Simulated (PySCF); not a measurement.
Geometries of 5 isomers of C3H10OSi, from PBE0-D3(BJ)/def2-SVP geometry optimisation, gas phase in PySCF. One conformer each, no zero-point energy, no frequencies.

Question: Which isomer lies lowest at this level?
A.
```xyz
15
angstrom
C     -0.302    1.380   -1.089
Si    -0.218    0.018    0.202
C     -0.681   -1.632   -0.538
C      1.506   -0.045    0.945
O     -1.357    0.292    1.405
H      0.414    1.199   -1.906
H     -0.066    2.366   -0.654
H     -1.310    1.439   -1.527
H     -0.649   -2.425    0.225
H      0.011   -1.910   -1.349
H     -1.700   -1.603   -0.954
H      2.265   -0.247    0.172
H      1.775    0.907    1.431
H      1.574   -0.841    1.703
H     -1.271    1.117    1.890
```
B.
```xyz
15
angstrom
Si    -0.004    0.483    0.282
H      0.065    0.719    1.764
C      1.715    0.077   -0.344
H      1.699   -0.136   -1.424
H      2.142   -0.798    0.170
H      2.399    0.925   -0.175
C     -0.727    1.961   -0.593
H     -1.753    2.156   -0.246
H     -0.761    1.788   -1.680
H     -0.123    2.863   -0.408
O     -1.056   -0.786   -0.006
C     -0.926   -2.056    0.559
H     -0.021   -2.585    0.203
H     -1.800   -2.665    0.277
H     -0.882   -2.022    1.664
```
C.
```xyz
15
angstrom
C     -2.188    0.089    0.445
C     -0.675    0.006    0.578
C      0.049   -0.197   -0.752
Si     1.917   -0.306   -0.600
O      2.566    1.067    0.101
H     -2.597   -0.836    0.007
H     -2.675    0.242    1.420
H     -2.483    0.923   -0.212
H     -0.299    0.930    1.054
H     -0.413   -0.815    1.270
H     -0.192    0.627   -1.447
H     -0.304   -1.122   -1.246
H      2.268   -1.515    0.218
H      2.545   -0.410   -1.947
H      2.450    1.158    1.050
```
D.
```xyz
15
angstrom
C      2.443   -0.219   -0.336
Si     0.750    0.601   -0.418
C     -0.607   -0.668   -0.043
C     -2.001   -0.181   -0.421
O     -2.252    1.134    0.005
H      2.621   -0.652    0.661
H      2.527   -1.029   -1.077
H      3.244    0.508   -0.536
H      0.709    1.719    0.577
H      0.527    1.172   -1.783
H     -0.377   -1.609   -0.573
H     -0.559   -0.913    1.034
H     -2.773   -0.882   -0.044
H     -2.100   -0.165   -1.518
H     -2.162    1.162    0.964
```
E.
```xyz
15
angstrom
C     -1.014    1.375    0.285
C     -0.331    0.029    0.441
C     -1.311   -1.121    0.571
O      0.487   -0.205   -0.696
Si     2.147   -0.246   -0.623
H     -1.661    1.594    1.148
H     -1.630    1.378   -0.627
H     -0.269    2.180    0.197
H      0.296    0.058    1.357
H     -0.775   -2.075    0.680
H     -1.966   -0.987    1.445
H     -1.938   -1.182   -0.332
H      2.619   -1.322    0.307
H      2.631   -0.518   -2.004
H      2.704    1.056   -0.135
```

Answer: A. That is `C[Si](C)(C)O`, 20.8 kcal/mol below the next.

| SMILES | atoms numbered as above | E (Eh) | relative (kcal/mol) | relative (kJ/mol) | dipole (D) |
| --- | --- | --- | --- | --- | --- |
| C[Si](C)(C)O | [CH3:1][Si:2]([CH3:3])([CH3:4])[OH:5] | -484.55550 | 0.0 | 0.0 | 1.37 |
| [H][Si](C)(C)OC | – | -484.52232 | 20.8 | 87.1 | 0.89 |
| CCC[SiH2]O | [CH3:1][CH2:2][CH2:3][SiH2:4][OH:5] | -484.51917 | 22.8 | 95.4 | 1.70 |
| CC(C)O[SiH3] | [CH3:1][CH:2]([CH3:3])[O:4][SiH3:5] | -484.49947 | 35.2 | 147.1 | 1.11 |
| C[SiH2]CCO | [CH3:1][SiH2:2][CH2:3][CH2:4][OH:5] | -484.47783 | 48.7 | 203.9 | 2.15 |

As drawn, the lowest has an Si–O bond, which the highest lacks.
